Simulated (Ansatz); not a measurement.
```xyz
11

C     1.3623    0.0121    0.0339
C     0.7390    1.2517   -0.0288
C    -0.6509    1.2490   -0.0283
C    -1.3186   -0.0144   -0.0478
C    -0.6646   -1.2442    0.0199
C     0.7588   -1.2731   -0.0114
H     1.3187    2.1185   -0.0001
H    -1.1559    2.1569   -0.0428
H    -2.4358    0.0267   -0.0367
H    -1.1827   -2.1724   -0.0478
H     1.3234   -2.2108   -0.0255
```

Basis set: 6-31G* (spherical functions). Frozen core: 6 orbitals. Charge 0, multiplicity 2.

Computed with Ansatz (development build ahead of 0.2.0); each method stands on the lowest determinant of its kind that the runs found.

Question: Give the atomization energy at this shape (free ground-state atoms in the same class of orbitals less the molecule, no zero-point energy) of doublet C6H5 by UHF-MP2, UHF.

Answer:

| method | atomization energy |
| --- | --- |
| UHF-MP2 | 50.13 eV |
| UHF | 40.29 eV |

Caution: the shape is not the minimum; the unrestricted determinant is spin contaminated.
